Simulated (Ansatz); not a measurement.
Stretching the Al1–H2 bond in AlH3O2 (SMILES [OH][AlH][OH]) (multiplicity 1 held, fragments rigid). Energies count from the point at 1.565 Å.
Geometry at that point (charge 0, multiplicity 1):
```xyz
6

Al    -0.3508    -0.2253    -0.1869
H     -1.5469    -1.0138    -0.8163
O     -0.1288     1.3919    -0.6342
H      0.5760     1.9477    -0.2982
O      0.7340    -0.9151     0.9228
H      0.6904    -1.8192     1.2355
```

Restricted levels (R-, RO-) in cc, def2 and unpolarised 6-31G sets keep to the state of the molecule at rest. U- levels take the lowest unrestricted solution at each point, which mixes spins at long bonds. Curves can end on different states.

Programs: Ansatz (Gaussian orbitals). Values without a source in brackets are computed.

One of these levels gives 69.58 kcal/mol for the energy at R = 5.007 Å. Which one is it?
(A) R-r2SCAN/cc-pV(T+d)Z
(B) U-HF/cc-pV(T+d)Z
(C) U-PBE/cc-pV(T+d)Z

B, U-HF/cc-pV(T+d)Z. The others give 83.42 (U-PBE/cc-pV(T+d)Z), 119.83 (R-r2SCAN/cc-pV(T+d)Z)

Doubts at one or more of the structures used: a spin-contaminated determinant (U-HF/cc-pV(T+d)Z, U-PBE/cc-pV(T+d)Z); a restricted determinant that unrestricted orbitals would lower (R-r2SCAN/cc-pV(T+d)Z).

Ansatz is a quantum-chemistry and plane-wave program.
